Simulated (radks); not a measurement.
Q: These are the eigenvalues of the occupied orbitals of an atom or ion with whole-number occupations (hartree). All-electron calculation, scalar-relativistic Kohn-Sham, PBEsol, spin-polarised, spherical densities, finite nucleus; Fermi nuclear charge, rms radius of each element as measured or else 0.836 A^(1/3) + 0.57 fm. Program: a radial shooting solver on a logarithmic mesh with Libxc functionals.

| orbital | eigenvalue |
|---|---|
| 1s | -145.5111 |
| 2s | -15.77235 |
| 2p | -12.85873 |
| 3s | -2.28184 |
| 3p | -1.57973 |

Which element is it, and in what charge state? The configuration may be excited. Open shells, if any, are filled with parallel spins first.

A: Z = 20, calcium, charge +2: Ca2+ in [Ar]. The list shows which subshells hold electrons but not how many an open one holds; the 1s level, -145.51 hartree, gives Z - s = 17.1 by -(Z - s)^2/2, which with screening and relativity narrows Z to a few neighbours, and the depths of the outer levels then fix element, charge and occupations together.
